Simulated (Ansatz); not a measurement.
`C[N](C)[Zn][F]` + H₂O → `C[N](C)[Zn][OH]` + H–F  (formal hydrolysis of a Zn–F bond)

Calculated with Ansatz (gas phase, PBE0-D4/def2-TZVP geometries, no zero-point term in ΔE). CCSD(T)/CBS is the MP2 limit (def2-TZVPP, def2-QZVPP) plus CCSD(T) − MP2 in def2-TZVPP, frozen cores. This one scheme is used for every species. Functionals use def2-TZVPP. B3LYP here is the variant with VWN-RPA as its local correlation; programs differ in this. For Zn outer-core shells are correlated without core-valence functions, which leaves a few kJ/mol of doubt a bond. Scalar relativity is left out up to krypton. Each species was taken in one conformer, which may not be the lowest.

```csv
level,ΔE (kcal/mol)
PBE-D4,7.5
BLYP-D4,8.2
B3LYP-D4,8.4
B2PLYP,8.0
r2SCANh,8.3
CCSD/def2-SVP,10.7
SCS-MP2/def2-QZVPP,7.8
MP2/CBS(def2),6.9
```

Problem. What does CCSD(T)/CBS give? (Estimate.)

Solution. Computed: +7.9 kcal/mol. The listed levels differ from it by -0.4, 0.3, 0.5, 0.1, 0.4, 2.8, -0.1, -1.0 kcal/mol.

Problem. What do rigid-rotor, harmonic-oscillator terms from PBE0-D4/def2-TZVP frequencies (298.15 K, 1 bar) make of the CCSD(T)/CBS value? (Best estimate.)

Solution. The calculation gave: ΔZPE = -0.6 kcal/mol, ΔH = +7.4 kcal/mol, ΔS = -9 J/(mol·K), ΔG = +8.1 kcal/mol. Modes under 50 cm⁻¹ make the entropy rough.

Largest T1 diagnostic among the species: 0.016.

In def2-TZVPP, CCSD(T) changes the Hartree–Fock value by −4.3 kcal/mol (the triples alone add −0.7 kcal/mol) and MP2 by −5.3 kcal/mol. Leaving LDA and LC-ωPBE aside and taking each functional with its dispersion term where it has one, the values, not all of them listed here, spread over 1.7 kcal/mol, from PBE-D4 to BHLYP-D4. LDA lies −1.8 kcal/mol from PBE without D4.

CCSD(T)/CBS has its own doubt, a few kJ/mol and more with outer-core shells, so smaller differences from it don't rank the levels.
